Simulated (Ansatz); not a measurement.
C2H8FN2Nb (`C[N]=[Nb]([CH3])([NH2])[F]`). Total charge 0; spin multiplicity 1. Nb takes the def2 core potential. The geometry is a stationary point of PBE0-D4/def2-TZVP. It is one conformer, not always the lowest.

```xyz
14

C     0.388    1.065   -2.195
N     0.221    0.669   -0.843
Nb   -0.084    0.353    0.844
C    -1.513   -1.271    0.783
N     1.612   -0.381    1.517
F    -0.825    1.825    1.784
H    -0.065    0.332   -2.872
H    -0.075    2.040   -2.389
H     1.452    1.141   -2.447
H    -1.729   -1.624    1.799
H    -2.449   -0.913    0.338
H    -1.161   -2.117    0.189
H     2.458   -0.544    0.994
H     1.770   -0.575    2.498
```

What is the dipole moment at B3LYP/def2-TZVPP? (Best estimate.)

Computed: 2.14 D, with components (1.80, -1.10, -0.36) D in this frame, pointing from negative to positive charge.

And with PBE, r2SCAN, ωB97M-V? (Best estimate.)

Ansatz gave: PBE 2.11 D, r2SCAN 2.11 D, ωB97M-V 2.09 D.

Give the Mulliken charges with B3LYP, PBE, r2SCAN in def2-TZVPP. (Estimate.)

The calculation gave: 
```tsv
atom	B3LYP	PBE	r2SCAN
C1	-0.14	-0.16	-0.02
N2	-0.60	-0.53	-0.62
Nb3	1.38	1.21	1.35
C4	-0.52	-0.52	-0.42
N5	-0.57	-0.54	-0.60
F6	-0.44	-0.39	-0.43
H7	0.10	0.10	0.06
H8	0.10	0.10	0.06
H9	0.09	0.09	0.05
H10	0.09	0.09	0.06
H11	0.10	0.10	0.08
H12	0.10	0.10	0.08
H13	0.16	0.17	0.18
H14	0.14	0.15	0.16
```

B3LYP here is the variant with VWN-RPA as its local correlation; programs differ in this.
